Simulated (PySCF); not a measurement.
**Core binding energy against partial charge**

AlH2(nPr), C3H9Al.
Z-matrix (Å and degrees, PBE0-D3(BJ)/def2-SVP geometry), rows numbered from 1:
```
Al
H   1  1.5948
H   1  1.5956  2  118.54
C   1  1.9676  2  121.29  3   178.03
C   4  1.5361  1  113.44  2   -95.41
C   5  1.5227  4  113.52  1  -179.00
H   4  1.1063  1  108.75  2   143.14
H   4  1.1051  1  109.93  2    27.47
H   5  1.1055  4  110.04  1    58.85
H   5  1.1055  4  109.97  1   -56.84
H   6  1.1019  5  110.92  4    60.16
H   6  1.1015  5  111.80  4  -179.46
H   6  1.1016  5  110.96  4   -59.09
```

Binding energies: delta-SCF UKS SCAN, pcX-2 on the ionised atom, pcseg-1 elsewhere, spin-free X2C in PySCF 2.14.0. Charges: PBE0/pcSseg-1 (pcSseg-2 on Al) ground-state density, for the ionised atom.

```tsv
atom	environment	C 1s (eV)	Mulliken (e)	IAO (e)	Hirshfeld (e)	ESP (e)
C4	carbon bonded to Al, C and 2 H	289.60	-0.568	-0.628	-0.221	-0.608
C6	carbon bonded to C and 3 H	290.46	-0.271	-0.404	-0.114	-0.399
C5	carbon bonded to 2 C and 2 H	290.67	-0.307	-0.226	-0.065	+0.302
```

**Question.** How well does each charge scheme correlate with the binding energies over these sites?

**Answer.** Hirshfeld: r = 0.99, slope 7.1 eV per e; IAO: r = 0.96, slope 2.7 eV per e; Mulliken: r = 0.95, slope 3.3 eV per e; ESP: r = 0.81, slope 1.0 eV per e. On 3 points no scheme stands out.

**Question.** The point-charge model writes a binding energy as kq + V + constant, with V the potential of the other atoms' charges at the site. What does it give with the Hirshfeld charges?

**Answer.** V = Σ 14.40 eV Å × q/r over all other atoms: +2.59 eV at C4, +1.11 eV at C6, +0.06 eV at C5. Fitting binding energy − V to q gives k = 23.0 eV per e and leaves an rms residual of 0.05 eV, against 0.06 eV for the fit on q alone. The model has no term for differences in relaxation between sites.

One conformer (not necessarily the lowest) at the PBE0-D3(BJ)/def2-SVP geometry, without solvent, vibrations or thermal averaging.
